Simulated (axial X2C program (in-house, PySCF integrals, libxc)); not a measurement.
**Low determinants of InB at the PBE0 level, without spin–orbit coupling**

All values were computed with an in-house relativistic program for diatomic molecules. Spin-free means the one-electron spin-free X2C Hamiltonian. Basis: In dyall-cv3z [11s12p9d4f1g], B dyall-v3z [7s6p2d1f] (cores contracted in-house); Gaussian nuclei, density fitting, unrestricted open shells. Masses: In 114.904 u, B 11.009 u.

Search at 2.270 Å (vertical energies from the lowest determinant):

```tsv
ΔE (eV)	state	electrons beyond evenly filled partner blocks	electrons in σ, π, δ, φ
0.00	M_S = 1, Λ = 0	π+α, π-α	24 22 8 0
0.04	M_S = 1, Λ = 1	σα, π+α	25 21 8 0
0.22	M_S = 0, Λ = 1	σα, π+β	25 21 8 0
0.68	M_S = 0, Λ = 2	π+α, π+β	24 22 8 0
0.68	M_S = 0, Λ = 0	π+β, π-α	24 22 8 0
1.15	M_S = 0, Λ = 0	closed shell	26 20 8 0
1.57	M_S = 2, Λ = 0	2 × σα, π+α, π-α	24 22 8 0
```

Lowest determinant, M_S = 1, Λ = 0 (beyond evenly filled blocks: π+α, π-α): Re = 2.212 Å, ωe = 468.8 cm⁻¹.

The determinant in row 2 of the search, M_S = 1, Λ = 1 (beyond evenly filled blocks: σα, π+α), was followed along the bond at PBE0; measured from the minimum of the lowest determinant it gives:

Te = -0.017 eV (-138 cm⁻¹), Re = 2.419 Å, ωe = 380.4 cm⁻¹.

(1) Compare the bond of the determinant in row 2 with that of the lowest one.

The search compares states at one distance, so a state with another bond length can lie lower; it is not exhaustive and yields mostly the lowest determinant of each block pattern, so other components and higher states of one pattern are missing. These are energies of single determinants, not of spin-adapted states; PBE0 term energies can be off by some tenths of an eV, and the functional has no current term. The lowest determinant need not be the ground state where others lie within half an eV.

Answers

(1) At PBE0 its Re is 0.207 Å longer and its force constant, which goes as ωe², is 0.66 times that of the lowest determinant. T0 ≈ Te + Δωe/2 = -138 + (-44) = -182 cm⁻¹.
